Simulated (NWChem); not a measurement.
HfNH₅; SMILES [NH2][HfH3]

Computed with NWChem. Coordinates come from a PBE0/def2-SVP optimisation. def2 effective core potentials on Hf; no spin-orbit coupling. Ions are spin-unrestricted doublets at the neutral geometry; other ion states weren't tried. Functional: LC-ωPBE (HJS hole) with def2-SVP; rows give the range parameter ω in 1/bohr.

For range parameter (1/bohr) 0.35:

* **vertical ionisation energy, ΔSCF (eV)**: 10.49
* **−ε(HOMO) (eV)**: 10.36

Q: Estimate the same quantities for range parameter (1/bohr) 0.60.

A: The vertical ionisation energy, ΔSCF (eV) comes out as 10.83 and the −ε(HOMO) (eV) is 11.33.
